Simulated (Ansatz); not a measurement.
System: In$_{2}$O, net charge 0, singlet state. SMILES: [In][O][In]
Geometry: optimised at B3LYP-D3(BJ)/def2-TZVP (Ansatz, a quantum-chemistry and plane-wave program).

Quantity: atomisation energy, in kcal/mol. Conventions: no spin-orbit coupling; open shells spin-unrestricted; six Cartesian d functions in 6-31G* and its kin unless marked 5d; STO-3G and 3-21G all-electron and non-relativistic; LANL2DZ with its own core potentials from Na on; def2 sets with scalar-relativistic core potentials past Kr; atomisation electronic, to ground-state atoms; dispersion terms only where a functional's name holds one; frozen cores in correlated levels (noble-gas shells and the d and f shells of earlier blocks). First-principles rows: single points at B3LYP-D3(BJ) geometries (Ansatz).

| level | program | atomisation energy (kcal/mol) |
|---|---|---|
| PBE/3-21G | Ansatz | 205.7 |
| PBE/LANL2DZ | Ansatz | 201.2 |
| PBE/def2-SVP | Ansatz | 190.8 |
| BLYP/6-31G* with LANL2DZ past Ar | Ansatz | 200.2 |
| B3LYP/LANL2DZ | Ansatz | 191.8 |
| B3LYP/6-31G* with LANL2DZ past Ar | Ansatz | 189.8 |
| PBE0/6-31G* with LANL2DZ past Ar | Ansatz | 182.6 |
| MP2/STO-3G | Ansatz | 186.6 |
| MP2/3-21G | Ansatz | 175.7 |
| MP2/6-31G* with LANL2DZ past Ar | Ansatz | 192.1 |
| PBE/def2-TZVPD | Ansatz | 192.8 |
| B3LYP/def2-TZVPD | Ansatz | 180.9 |
| B2PLYP-D3(BJ)/def2-TZVPD | Ansatz + dftd3 | 188.3 |

No value to compare with is used here. The 10 habitual levels span 175.7 (MP2/3-21G) to 205.7 kcal/mol (PBE/3-21G); PBE/def2-TZVPD gives 192.8.

The levels are drawn from those run, B3LYP/6-31G* more often than the rest, none by its result; left out are runs that failed, that the program found above a lower state of the same kind, or whose <S^2> lies over 0.5 above the pure value.
